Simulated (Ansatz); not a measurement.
Born–Oppenheimer molecular dynamics of AlCl$_{2}$FH$_{2}$O (7 atoms, charge 0, multiplicity 1). It starts at the highest image of a converged band, a first-order saddle point between two minima.

The calculation used Ansatz 0.2.0, RHF/6-31G*.

```
ensemble                      : NVE (velocity Verlet)
time step                     : 0.5 fs
steps asked                   : 200
starting velocities drawn for : 300 K
seed                          : 9926
```

First frame:

```xyz
7
Properties=species:S:1:pos:R:3
Al 0.047 -0.354 -0.138
F 0.034 -0.095 1.712
Cl 1.830 0.374 -0.950
Cl -1.791 0.201 -0.985
O 0.074 -1.991 0.578
H -0.520 -2.706 0.398
H 0.006 -1.151 1.643
```

Task: How far do the bonds stretch over the last three quarters of this one trajectory? (Pairs bonded in most of those frames.)

Result: 
```csv
bond,mean (Å),spread (Å),shortest,longest
Al1–F2,1.681,0.126,1.48,1.86
Al1–Cl3,2.106,0.048,2.01,2.15
Al1–Cl4,2.115,0.059,2.03,2.23
Al1–O5,2.219,0.165,1.87,2.41
O5–H6,0.957,0.029,0.90,1.02
O5–H7,0.959,0.041,0.89,1.03
```

Mean temperature of the second half: 1115 K. The conserved energy stayed within 0.54 meV per atom of its start (net change -0.12 meV per atom), so the integration is sound. The kinetic energy rose, since the run started high on the potential surface and went downhill. A run of 0.1 ps of so small a system gives no equilibrium averages. The orbitals stay closed-shell, which can raise the energy where a bond breaks towards radicals; this wasn't checked here.

Time of the run: 5.5 min on 1 thread of Arm Neoverse V2, with other jobs on the host, peak memory 0.17 GiB.
